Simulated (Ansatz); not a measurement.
Reaction: Si2H4F2 (SMILES F[SiH2][SiH2]F) → 2 SiH2F (SMILES F[SiH2], doublet) (the Si-Si bond breaks)
Each species at its own B3LYP-D3(BJ)/def2-TZVP minimum (Ansatz, a first-principles code), one conformer.

Wanted: bond dissociation energy (electronic), in kcal/mol. UHF or UKS for unpaired electrons; spin-orbit terms are left out. CBS(X,Y): correlation extrapolated as X^-3, Hartree-Fock from the larger set. A bracket is a step between two methods taken in the basis named. The functionals are non-relativistic, so their misses hold any scalar relativity. Double hybrids freeze cores in their MP2 part. 'core' is core correlation in cc-pwCVTZ (1s frozen past Ne), 'X2C' scalar relativity in cc-pVTZ-DK, both at CCSD(T).

CCSD(T)/CBS(cc-pV(T+d)Z,cc-pV(Q+d)Z) + [CCSDT(Q) - CCSD(T)]/cc-pV(D+d)Z + core + X2C (Ansatz) gives 80.7 kcal/mol.

Problem. What does PBE/def2-TZVPD (Ansatz) give here, and how do the other levels compare?

Solution. PBE gives 73.6 kcal/mol, 7.1 kcal/mol below it. Differences of the others: r2SCAN/def2-TZVPD (Ansatz) -7.7; B3LYP/def2-TZVPD (Ansatz) -7.8; PBE0/def2-TZVPD (Ansatz) -5.7; wB97M-V/def2-TZVPD (Ansatz) -0.8; B2PLYP/def2-TZVPD (Ansatz) -5.6; CCSD(T)/CBS(cc-pV(T+d)Z,cc-pV(Q+d)Z) + core + X2C (Ansatz) 0.0 kcal/mol. Nearer than PBE: PBE0/def2-TZVPD, wB97M-V/def2-TZVPD, B2PLYP/def2-TZVPD, CCSD(T)/CBS(cc-pV(T+d)Z,cc-pV(Q+d)Z) + core + X2C.
